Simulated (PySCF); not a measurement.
Geometry:
```tsv
atom	x (Å)	y (Å)	z (Å)
S1	2.825	-0.294	0.181
C2	1.077	-0.137	0.069
C3	0.321	-1.308	0.066
C4	-1.059	-1.242	-0.018
C5	-1.705	-0.017	-0.100
C6	-0.951	1.147	-0.097
C7	0.431	1.093	-0.012
H8	3.104	1.016	0.127
H9	0.816	-2.270	0.129
H10	-1.635	-2.161	-0.020
H11	-2.785	0.030	-0.166
H12	-1.440	2.112	-0.160
H13	1.007	2.012	-0.010
```

Geometry: PBE0-D3(BJ)/def2-TZVP; GIAO shifts from PySCF 2.14.0 with density-fitted response routines, gas phase, non-relativistic, averaged over equivalent atoms.

At wB97X-D/pcSseg-2 (343 basis functions):
```tsv
atoms	δ (ppm)
S1	13.0
C2	149.8
C4/C6	140.6
C3/C7	136.6
C5	134.4
H10/H12	7.53
H9/H13	7.42
H11	7.35
H8	3.83
```

References, each an isolated molecule treated in the same way: ³³S (510.68 ppm) vs CS2; ¹³C (186.29 ppm), ¹H (31.63 ppm) against TMS.

Q: Predict the values at KT3/pcSseg-2 on the same geometry.

A: 
| atoms | δ at KT3/pcSseg-2 | change |
| --- | --- | --- |
| S1 | 30.7 | +17.7 |
| C2 | 136.3 | -13.5 |
| C4/C6 | 126.8 | -13.8 |
| C3/C7 | 124.1 | -12.5 |
| C5 | 120.8 | -13.6 |
| H10/H12 | 7.16 | -0.37 |
| H9/H13 | 7.11 | -0.31 |
| H11 | 6.98 | -0.37 |
| H8 | 3.64 | -0.19 |

Referencing at the same level of theory: ³³S (σref 535.12) vs CS2; TMS for ¹³C (σref 183.24), ¹H (σref 31.63).

The largest change is at S1 (thiol sulfur). Cost: 343 basis functions. The order of the carbon signals is the same at both levels.
